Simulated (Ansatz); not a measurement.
A nudged elastic band was laid between two geometries of BF3 + H2O (7 atoms, charge 0, multiplicity 1).

The calculation used UKS BLYP-D4/def2-SVP in Ansatz 0.2.0.

```yaml
movable_images: 7
climbing_image: yes
spring: 5.0 eV/Å²
optimiser: quadratic models (default)
start_path: through a guess of the saddle point
force_threshold: 0.05 eV/Å
iteration_limit: 60
end_points: relaxed
```

Image 0:

```xyz
7
Properties=species:S:1:pos:R:3
B -0.458 -0.647 -0.057
F -1.326 -0.016 -0.894
F 0.187 -1.730 -0.528
F -0.760 -0.618 1.269
H 0.546 1.374 -0.603
O 0.908 0.647 -0.053
H 0.903 0.990 0.866
```

Image 8:

```xyz
7
Properties=species:S:1:pos:R:3
B 0.107 -0.723 0.370
F -1.143 0.899 -1.328
F 0.174 -1.710 -0.513
F -0.704 -0.828 1.426
H -0.224 1.002 -1.123
O 0.937 0.364 0.212
H 0.851 0.995 0.954
```

(1) Which bonds break or form, and what moves?

(2) Give the energies along the band, and the barrier.

(3) What is the geometry of the highest image?

(4) What are the harmonic wavenumbers there?

## Answers

(1) Bonds broken: B1–F2, H5–O6. Bonds formed: F2–H5. BF3 + H2O becomes BF2HO + FH.

(2) The run converged. The highest image is number 4 of 0 to 8, 0.91 eV above the first end and 0.47 eV above the last; the last end lies 0.44 eV above the first. A vibrational analysis at the climbing image gives one clearly imaginary mode, 857i cm⁻¹: a first-order saddle point. The orbitals stay closed-shell, which can raise the energy where a bond breaks towards radicals; this wasn't checked here.

```
image  path coordinate (Å)  energy (eV)  B1–F2 (Å)  H5–O6 (Å)  F2–H5 (Å)
    0                 0.00         0.00       1.36       0.98       2.35
    1                 0.26         0.04       1.38       0.98       2.02
    2                 0.52         0.22       1.42       1.00       1.69
    3                 0.78         0.62       1.53       1.09       1.39
    4                 1.04         0.91       1.69       1.29       1.14
    5                 1.30         0.73       1.91       1.53       1.00
    6                 1.56         0.53       2.19       1.73       0.96
    7                 1.82         0.46       2.45       1.86       0.95
    8                 2.08         0.44       2.66       1.88       0.95
```

(3) 
```xyz
7
Properties=species:S:1:pos:R:3
B -0.144 -0.560 0.087
F -1.022 0.406 -0.978
F 0.173 -1.690 -0.558
F -0.820 -0.629 1.251
H -0.052 0.947 -0.720
O 0.910 0.524 0.033
H 0.954 1.002 0.885
```

(4) 857i, 270, 356, 384, 440, 487, 633, 750, 911, 1003, 1196, 1215, 1407, 1945, 3669 cm⁻¹.

The run took 65 s on 2 threads of Intel(R) Xeon(R) 6975P-C (Granite Rapids), with other jobs on the host, peak memory 0.18 GiB.
